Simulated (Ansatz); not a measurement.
Complex (SMILES): [H][H] (H2) with [SiH3][SiH3] (Si2H6), atoms 1 to 2 the first; geometry from B3LYP-D3(BJ)/def2-TZVP, monomers rigid:
```xyz
10

H      0.3397     0.0222     0.2902
H      0.6122     0.2666    -0.3576
Si     0.3200    -3.2284    -1.0917
Si     1.0226    -2.2141    -3.0850
H      0.1535    -4.6882    -1.2985
H      1.3218    -3.0132    -0.0199
H     -0.9775    -2.6616    -0.6511
H      1.2073    -0.7551    -2.8941
H      2.3113    -2.7989    -3.5296
H      0.0137    -2.4266    -4.1514
```

Basis-set convergence of the counterpoise-corrected interaction energy at HF with Ansatz (a quantum-chemistry and plane-wave program). Cartesian d functions, on some or all atoms, in 6-31+G*, 6-311G**; all else is spherical. No added dispersion term, no relativity. Functions are those of the species that has most. Reference: the value in aug-pcseg-3, 0.40 kcal/mol. Deviations are taken from unrounded values.

```csv
basis,functions,counterpoise-corrected interaction energy (kcal/mol),minus reference (kcal/mol)
6-31+G*,62,0.48,0.08
def2-SVP,76,0.38,-0.02
pcseg-1,76,0.45,0.06
6-311G**,102,0.44,0.04
cc-pV(T+d)Z,190,0.41,0.01
jun-cc-pV(T+d)Z,208,0.41,0.01
def2-TZVPPD,232,0.40,0.01
cc-pV(Q+d)Z,368,0.40,0.00
pcseg-3,392,0.40,0.00
```
